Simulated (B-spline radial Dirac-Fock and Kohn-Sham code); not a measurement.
## The L3-M23M23 Auger spectrum of Fe⁵⁺

System: iron as Fe⁵⁺ in the configuration 1s2 2s2 2p6 3s2 3p6 3d3, inside a Watson sphere of charge -5 and radius 2 Å (a model of the Madelung potential; inside it an electron's potential energy is raised by 36.0 eV).

Input of the calculation (task.json; shells as n, l, electrons):

```json
{"items": [{
  "Z": 26,
  "q": 5,
  "cfg": [[1, 0, 2], [2, 0, 2], [2, 1, 6], [3, 0, 2], [3, 1, 6], [3, 2, 3]],
  "A": 56,
  "rrms": 3.7377,
  "watson": [-5, 2.0],
  "do": ["binding", "quiet", "double"]
}]}
```

Command: `python xray_run.py task.json out`

Method: Dirac-Fock (average of configuration) total-energy differences with a finite nucleus, the Breit interaction including its frequency dependence, and self-energy and vacuum-polarisation corrections. Computed with a radial finite-basis atomic code. The two-hole levels come from diagonalising the Coulomb interaction among the jj configurations; intensities are independent-particle Coulomb rates. Kinetic energies are from the vacuum level. No correlation. Open outer shells are spectators and are not coupled to the holes.

```
kinetic energy (eV)  J  leading jj holes (weight)  leading LS term (weight)  intensity (%)
              513.9  0                M2M2 (0.52)                ¹S0 (0.96)            8.8
              519.8  2                M2M3 (0.82)                ¹D2 (0.97)           36.7
              522.9  0                M3M3 (0.52)                ³P0 (0.96)            5.1
              523.2  1                M2M3 (1.00)                ³P1 (1.00)           12.2
              524.5  2                M3M3 (0.82)                ³P2 (0.97)           37.2
```

The strongest line, by its leading LS label ³P2, lies at 524.5 eV. The mean weight of the leading component is 0.74 in jj and 0.97 in LS coupling, so LS labels describe these levels better.
